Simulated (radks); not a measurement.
Fractional charge and spin in the 4s shell of selenium: the spin-up occupation runs from 0 to 1 and the spin-down occupation from 0 to 1; the fullest corner is Se, [Ar] 3d10 4p(up 2, down 2) 4s(up 1, down 1). Method: scalar-relativistic Kohn-Sham, r2SCAN, spin-polarised, spherical densities, finite nucleus; meta-GGA in the generalised Kohn-Sham scheme; Fermi nuclear charge, rms radius of each element as measured or else 0.836 A^(1/3) + 0.57 fm; computed with a radial shooting solver on a logarithmic mesh with Libxc functionals. Energy (eV) minus the two flat planes that join the four corners (they meet along the diagonal where the two added fractions sum to one electron); zero is where a piecewise linear energy would lie.

| down \ up | 0 | 0.25 | 0.5 | 0.75 | 1 |
|---|---|---|---|---|---|
| 0 | 0.000 | -0.991 | -1.320 | -0.987 | 0.000 |
| 0.25 | -0.991 | -1.189 | -0.739 | 0.356 | -0.883 |
| 0.5 | -1.320 | -0.739 | 0.473 | -0.658 | -1.172 |
| 0.75 | -0.987 | 0.356 | -0.658 | -1.064 | -0.873 |
| 1 | 0.000 | -0.883 | -1.172 | -0.873 | 0.000 |

Corners above the fullest one (they belong to Se+ and the next ion): (up 1, down 0) 22.548 eV, (up 0, down 1) 22.548 eV, (up 0, down 0) 56.976 eV. With half an added electron in each spin the energy lies 0.473 eV from the planes, and with half an added electron in spin up alone -1.320 eV. The planes are only a guide here: the flat-plane condition holds for ground states with one frontier orbital, while this shell lies below other occupied shells, so the corners above the fullest one are inner-hole states and not the ground states of those ions.
